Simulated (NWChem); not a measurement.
## Ionisation of BBr2

SMILES: Br[B]Br
```xyz
3

Br     1.6772     0.0000     0.0568
B      0.0000     0.0000    -0.7951
Br    -1.6772     0.0000     0.0568
```
Charge 0, spin multiplicity 2.

The numbers come from NWChem runs, not from measurements. All single points use one geometry, from UPBE0/def2-SVP, a minimum by its harmonic frequencies.

Basis set: def2-SVPD. The species with one electron less has spin multiplicity 1 and keeps the geometry of the parent. Δ marks differences of total energies (open shells unrestricted). −ε marks an orbital energy of the parent. That orbital need not have the symmetry of the hole or added electron in the Δ rows. That singlet is a closed-shell solution.

The Hamiltonian is non-relativistic. B3LYP has NWChem's definition, with VWN1-RPA local correlation. The structure started from a generated list of species. The unpaired electrons of the parent sit in orbitals of symmetry a1 (C2v labels of the run); other states weren't searched. The stability of the SCF solutions was not checked. Open-shell Hartree-Fock references start from PBE0 orbitals.

Question: For the first vertical ionisation energy, −ε(alpha HOMO) of PBE0 gives 6.38 eV and −ε(alpha HOMO) of PBE gives 5.11 eV. What do −ε(alpha HOMO) of B3LYP, −ε(alpha HOMO) of HF, ΔPBE0 give?

Answer: −ε(alpha HOMO) of B3LYP: 6.08 eV; −ε(alpha HOMO) of HF: 9.62 eV; ΔPBE0: 8.58 eV.
